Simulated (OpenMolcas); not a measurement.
4f⁹ along the 63-electron sequence

- Program: OpenMolcas
- Method: CASSCF
- Basis: ANO-RCC-VQZP
- Scalar Hamiltonian: DKH2, point nucleus
- Spin-orbit coupling: state interaction with AMFI integrals over the reference wave functions, term energies averaged over their components

Active space for each ion: 9 electrons in 7 orbitals (4f).

Computed levels in cm-1 above ⁶H°_15/2:

```
                                Level   Tb2+   Dy3+   Ho4+
                             ⁶H°_13/2   2906   3539   4242
                             ⁶H°_11/2   5029   6070   7203
                              ⁶H°_9/2   6677   8032   9499
                              ⁶H°_7/2   7967   9572  11309
                             ⁶F°_11/2   8816   9931  11034
                              ⁶H°_5/2   8942  10738  12682
                              ⁶F°_9/2  10075  11358  12602
                              ⁶F°_7/2  11662  13307  14965
                              ⁶F°_5/2  12868  14763  16696
weight of ⁶H° in the lowest level (%)     96     95     94
```

Measured, with the error of the calculation in %. Measured levels: Tb2+ from Martin, Zalubas and Hagan, Atomic Energy Levels: The Rare-Earth Elements, NSRDS-NBS 60 (1978).

| Level | Tb2+ |
| --- | --- |
| ⁶H°_13/2 | 2805 (+3.6) |
| ⁶H°_11/2 | 4735 (+6.2) |
| ⁶H°_9/2 | 6258 (+6.7) |
| ⁶H°_7/2 | 7422 (+7.3) |
| ⁶F°_11/2 | 6470 (+36.3) |
| ⁶H°_5/2 | 8286 (+7.9) |
| ⁶F°_9/2 | 7622 (+32.2) |
| ⁶F°_5/2 | 10220 (+25.9) |

The fine-structure level ⁶H°_5/2 changes by a factor of 1.42 from Tb2+ to Ho4+. Its fourth root runs 9.72, 10.18, 10.61, with steps per unit of Z of 0.46, 0.43; equal steps would mean a (Z - σ)^4 law with constant σ.

⁶F°_11/2 changes by a factor of 1.25 over the same range, with steps per unit of Z of +1120, +1100 cm-1.

High states are left out of the spin-orbit mixing, which shifts the levels that they would mix with. Without dynamic correlation excited terms often stand tens of per cent too high (terms of higher spin than the ground term too low), and those without a measured partner can miss by more than the paired ones. Computed and measured levels are paired by configuration, term and J; levels that our copy of the source lacks, or whose pairing is in doubt (as where it misses far off the trend of its configuration), stay unpaired and out of the deviations. Only configurations of the active space appear.

° marks odd parity.
